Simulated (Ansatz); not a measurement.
`CN[BH][GeH3]` + `BN` → `BNBNC` + GeH₄  (cleavage of the B–Ge bond)

Calculated with Ansatz (gas phase, PBE0-D4/def2-TZVP geometries, no zero-point term in ΔE). CBS: MP2 limit from def2 TZ/QZ plus the TZ coupled-cluster correction, frozen cores. This one scheme is used for every species. DFT in def2-TZVPP. B3LYP here is the variant with VWN-RPA as its local correlation; programs differ in this. For Ge outer-core shells are correlated without core-valence functions, which leaves a few kJ/mol of doubt a bond. Scalar relativity is left out up to krypton. One conformer a species, not always the lowest.

```
             level  ΔE (kcal/mol)  difference from CCSD(T)/CBS
         r2SCAN-D4          -15.4                         -0.6
          B3LYP-D4          -16.0                         -1.2
           ωB97M-V          -16.1                         -1.3
               PBE          -13.2                          1.6
              PBE0          -14.4                          0.4
             B3LYP          -15.6                         -0.8
     HF/def2-TZVPP          -19.6                         -4.8
    MP2/def2-TZVPP          -15.8                         -1.0
   CCSD/def2-TZVPP          -15.7                         -0.9
CCSD(T)/def2-TZVPP          -15.3                         -0.5
     HF/def2-QZVPP          -20.0                         -5.2
    MP2/def2-QZVPP          -15.6                         -0.8
SCS-MP2/def2-QZVPP          -16.1                         -1.3
      HF/CBS(def2)          -20.1                         -5.3
     MP2/CBS(def2)          -15.3                         -0.5
    CCSD/CBS(def2)          -15.2                         -0.4
       CCSD(T)/CBS          -14.8                            0
```

Largest T1 diagnostic among the species: 0.013.

In def2-TZVPP, CCSD(T) changes the Hartree–Fock value by +4.3 kcal/mol (the triples alone add +0.4 kcal/mol) and MP2 by +3.8 kcal/mol. From PBE to PBE0 (25 % exact exchange), in def2-TZVPP and without D4, ΔE moves by −1.2 kcal/mol.
